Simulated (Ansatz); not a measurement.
Cartesian coordinates (Å):
```xyz
10

O     -1.6267    -0.5344     0.9946
Si    -1.3970     0.6519    -0.1337
Si     0.7318     0.2624    -0.9691
Si     2.1391    -0.8449     0.2203
H     -2.3900    -0.4511     1.5726
H     -1.5252     2.0065     0.4766
H     -2.4090     0.5849    -1.2266
H      1.2610     1.1736    -2.0157
H      3.5367    -1.0898    -0.2074
H      1.6792    -1.7591     1.2885
```
Charge 0, multiplicity 1.

Computed with frozen-core CCSD(T)/cc-pVTZ // r2SCAN-D4/def2-TZVP in Ansatz (an electronic-structure program). The restricted HF reference is unstable towards unrestricted orbitals.

```json
{
  "HF energy": "-945.20102 Ha",
  "MP2 correlation energy": "-0.60339 Ha"
}
```

Task: Estimate the CCSD correlation energy, the (T) correction, the total energy and the T1 diagnostic.

Result: 
| Property | Result |
|---|---|
| CCSD correlation energy | -0.65744 Ha |
| (T) correction | -0.02766 Ha |
| CCSD(T) total energy | -945.88612 Ha |
| T1 diagnostic | 0.015 |
